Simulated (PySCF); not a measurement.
From one molecule to another.

First species: C3H9NO2S.
Numbering: `[CH3:1][S:2](=[O:3])(=[O:4])[CH2:5][CH2:6][NH2:7]` (hydrogens: H8, H9, H10 on C1; H11, H12 on C5; H13, H14 on C6; H15, H16 on N7)

Second species: C₄H₇PS.
Cartesian coordinates in Å at the GFN2-xTB level; atoms count from 1:
```xyz
13
C4H7PS angstrom
C      1.8857   -0.6010   -0.2360
C      0.6573    0.1893   -0.0547
C     -0.6798    0.0968   -0.0435
C     -1.7897   -0.8567   -0.2036
P     -0.1169    1.7400    0.4716
S     -0.1552    2.5187    2.2405
H      2.4969   -0.5463    0.6651
H      2.4758   -0.2032   -1.0616
H      1.6376   -1.6419   -0.4397
H     -2.4446   -0.5455   -1.0172
H     -1.4027   -1.8530   -0.4141
H     -2.3856   -0.8872    0.7088
H     -0.1833    2.5906   -0.6333
```

Levels: wB97X-D/def2-SVPD for dipole moment, HOMO energy, LUMO energy, HOMO–LUMO gap, static isotropic polarisability and electronic spatial extent ⟨r²⟩ about the centre of nuclear charge; TDDFT wB97X-D/def2-SVPD for lowest singlet excitation; TDA wB97X-D/def2-SVPD for lowest triplet excitation (Tamm–Dancoff); GFN2-xTB for rotational constant A and rotational constant C. Geometries: GFN2-xTB. Each structure is a single optimised conformer of the isolated species, non-relativistic unless stated; the electronic structure was computed with PySCF and density fitting.

The conformers computed, where there is a choice (atom-mapped SMILES and torsion angles):
- `[CH3:1][S:2](=[O:3])(=[O:4])[CH2:5][CH2:6][NH2:7]`: C1–S2–C5–C6 -69°, S2–C5–C6–N7 80°, H–N7–C6–C5 69°, H–N7–C6–C5 -172°

```json
{"property": "dipole moment", "column X": "5.31 D", "column Y": "6.06 D"}
{"property": "HOMO energy", "column X": "-8.06 eV", "column Y": "-9.55 eV"}
{"property": "LUMO energy", "column X": "1.36 eV", "column Y": "1.87 eV"}
{"property": "HOMO–LUMO gap", "column X": "9.42 eV", "column Y": "11.42 eV"}
{"property": "lowest singlet excitation", "column X": "4.96 eV", "column Y": "6.81 eV"}
{"property": "lowest triplet excitation (Tamm–Dancoff)", "column X": "4.63 eV", "column Y": "6.60 eV"}
{"property": "static isotropic polarisability", "column X": "94.9 au", "column Y": "71.9 au"}
{"property": "electronic spatial extent ⟨r²⟩ about the centre of nuclear charge", "column X": "1034 bohr²", "column Y": "917 bohr²"}
{"property": "rotational constant A", "column X": "3.440 GHz", "column Y": "3.656 GHz"}
{"property": "rotational constant C", "column X": "1.188 GHz", "column Y": "1.500 GHz"}
```

Q: Which column belongs to which species?

A: Column X is the second species and column Y the first. The first has 16 atoms and 66 electrons, the second 13 and 62.

Q: How does each property change from the first species to the second?

A: dipole moment -0.75 D; HOMO energy +1.49 eV; LUMO energy -0.51 eV; HOMO–LUMO gap -2.00 eV; lowest singlet excitation -1.85 eV; lowest triplet excitation (Tamm–Dancoff) -1.97 eV; static isotropic polarisability +23.0 au; electronic spatial extent ⟨r²⟩ about the centre of nuclear charge +117 bohr²; rotational constant A -0.216 GHz; rotational constant C -0.312 GHz.

On the first: No computed singlet falls in the visible range (750 to 380 nm, 1.65 to 3.26 eV); S1 lies 3.55 eV above its blue end. A dipole of 6.06 D is allowed in C1, and pure rotational transitions are dipole-allowed.

On the second: The dipole matches unit charges of opposite sign 1.11 Å apart (1 e·Å = 4.8032 D).
